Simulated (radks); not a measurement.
The numbers below are computed, except where a source is named.
All-electron atom: B in [He] 2s2 4s1 (not the ground configuration). Level of theory: Dirac Kohn-Sham, PBE, spin-unpolarised, spherical densities, point nucleus (a radial shooting solver on a logarithmic mesh with Libxc functionals).

X-ray form factor f0, the Fourier transform of the density (f0(0) = 5):

sin(theta)/lambda (1/angstrom)  f0 (electrons)
0.05                                     3.818
0.1                                      3.531
0.15                                     3.027
0.2                                      2.593
0.25                                     2.239
0.3                                      1.978
0.4                                      1.675
0.5                                      1.519
0.6                                      1.398
0.8                                      1.150
1                                        0.905
1.25                                     0.649
1.5                                      0.461
2                                        0.237
